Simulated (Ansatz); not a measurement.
C₄H₁₄Al₂Cl₂N₂ (`C[N+]1(C)[Al@H-]([Cl])[N+](C)(C)[Al@@H-]1[Cl]`), relaxed with RKS PBE0-D4/def2-TZVP in Ansatz from a GFN2-xTB geometry. The force threshold is 0.005 eV/Å; the program also tests the step.

Charge 0, multiplicity 1.

Start:

```xyz
24

C    -1.949    0.692   -1.170
N    -1.403    0.074    0.039
C    -2.487   -0.293    0.946
Al    0.077    1.016    0.994
Cl    0.173    3.013    0.664
N     1.404   -0.076   -0.019
C     1.956    0.486   -1.252
C     2.482   -0.575    0.830
Al   -0.080   -1.403   -0.182
Cl   -0.163   -2.376   -1.958
H    -1.133    0.955   -1.846
H    -2.504    1.605   -0.926
H    -2.621    0.001   -1.692
H    -3.162   -1.019    0.481
H    -3.067    0.587    1.243
H    -2.055   -0.743    1.842
H     0.080    0.470    2.430
H     1.143    0.860   -1.879
H     2.633    1.320   -1.033
H     2.506   -0.274   -1.817
H     3.035   -1.380    0.334
H     2.048   -0.967    1.752
H     3.184    0.225    1.087
H    -0.094   -2.198    1.132
```

Q: How much energy does the relaxation release, and in how many steps? (Best estimate.)

A: Computed: 33.65 kJ/mol, in 13 steps, 3 of them rejected.

Q: Which bonds change most? (Best estimate.)

A: Computed: Al4–Cl5 from 2.026 to 2.123 Å; Al9–Cl10 from 2.026 to 2.123 Å; N6–Al9 from 1.998 to 1.952 Å.

Q: Give the relaxed structure. (Estimate.)

A: Ansatz gave: 
```xyz
24

C    -2.025    0.662   -1.085
N    -1.368    0.051    0.082
C    -2.385   -0.357    1.062
Al    0.081    1.111    0.848
Cl    0.169    3.055   -0.001
N     1.368   -0.100    0.019
C     2.034    0.437   -1.179
C     2.378   -0.620    0.952
Al   -0.083   -1.354   -0.348
Cl   -0.160   -1.890   -2.401
H    -1.289    0.973   -1.827
H    -2.596    1.545   -0.787
H    -2.702   -0.053   -1.562
H    -3.076   -1.085    0.625
H    -2.970    0.506    1.398
H    -1.913   -0.811    1.934
H     0.110    0.970    2.423
H     1.303    0.829   -1.887
H     2.712    1.252   -0.909
H     2.605   -0.347   -1.685
H     2.963   -1.419    0.485
H     1.899   -1.023    1.846
H     3.068    0.172    1.258
H    -0.122   -2.503    0.737
```
